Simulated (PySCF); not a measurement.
C₃H₈BN.
Atom-mapped SMILES: `[BH2:1][NH:2][CH2:3][CH:4]=[CH2:5]` (hydrogens: H6, H7 on B1; H8 on N2; H9, H10 on C3; H11 on C4; H12, H13 on C5)

All values: wB97X-D/def2-SVPD (PySCF, non-relativistic), on one gas-phase PBE0-D3(BJ)/def2-SVP geometry that isn't relaxed in the solvent. The solvent is an IEF-PCM continuum (Bondi radii, 1.10 Å for H, scaled by 1.2), and excitations are vertical TDDFT with non-equilibrium linear response and a frozen core. The model holds no explicit solvent molecules, cavitation or dispersion.

Gas-phase singlets (H = HOMO, L = LUMO):

| state | E (eV) | λ (nm) | f | leading configuration |
| --- | --- | --- | --- | --- |
| S1 | 7.284 | 170 | 0.043 | H-2→L+1 55% |
| S2 | 7.299 | 170 | 0.129 | H→L 39% |
| S3 | 7.471 | 166 | 0.042 | H→L+2 62% |
| S4 | 7.553 | 164 | 0.150 | H-1→L+1 44% |
| S5 | 7.655 | 162 | 0.172 | H→L+1 52% |

Give the list for acetonitrile (ε = 35.69), n² = 1.81.

```csv
state,E (eV),λ (nm),f,leading configuration,change by rank (eV)
S1,7.178,173,0.311,H→L+1 40%,-0.106
S2,7.273,170,0.033,H-2→L 73%,-0.026
S3,7.392,168,0.194,H→L 30%,-0.079
S4,7.484,166,0.044,H→L+3 28%,-0.069
S5,7.564,164,0.142,H-1→L+1 50%,-0.091
```

How do the frontier levels move from gas to acetonitrile?

| orbital | gas (eV) | solvent (eV) | change (eV) | Löwdin shares, gas | Löwdin shares, solvent |
| --- | --- | --- | --- | --- | --- |
| LUMO+2 | 2.22 | 2.30 | +0.08 | B1 45 %, C5 10 %, H8 10 %, C4 6 % | B1 51 %, C5 11 %, C4 8 %, H6 5 % |
| LUMO+1 | 2.03 | 2.11 | +0.08 | B1 38 %, N2 15 %, H6 9 %, H7 9 % | C4 30 %, C5 29 %, B1 12 %, H13 6 % |
| LUMO | 1.98 | 1.94 | -0.04 | C5 29 %, C4 27 %, B1 12 %, C3 6 % | B1 47 %, N2 19 %, H7 12 %, H6 12 % |
| HOMO | -9.47 | -9.34 | +0.13 | C5 35 %, C4 32 %, C3 9 %, N2 6 % | C5 35 %, C4 31 %, C3 10 %, N2 6 % |
| HOMO-1 | -10.05 | -9.93 | +0.12 | N2 49 %, B1 13 %, C4 11 %, C3 10 % | N2 48 %, B1 13 %, C4 12 %, C3 10 % |
| HOMO-2 | -10.87 | -10.94 | -0.07 | B1 39 %, H6 22 %, H7 21 %, N2 9 % | B1 38 %, H6 22 %, H7 20 %, N2 9 % |
| HOMO-3 | -12.10 | -11.91 | +0.19 | C5 22 %, C4 18 %, H13 10 %, C3 10 % | C5 23 %, C4 18 %, H13 10 %, C3 10 % |

The HOMO–LUMO gap goes from 11.45 to 11.29 eV. Rows go by rank; for LUMO, LUMO+1 and LUMO+2 the atom shares or the degeneracy differ between the runs, so the row needn't follow one orbital.

Hardware: one thread of an Arm Neoverse N1, no GPU, shared host with 64 logical CPUs at a one-minute load of 60. Cost: 29 s, 0.84 GiB resident at most. This is the whole response run at wB97X-D/def2-SVPD in acetonitrile, SCF included.

The values belong to the conformer `[BH2:1][NH:2][CH2:3][CH:4]=[CH2:5]`: B1–N2–C3–C4 -114°, N2–C3–C4–C5 8°.
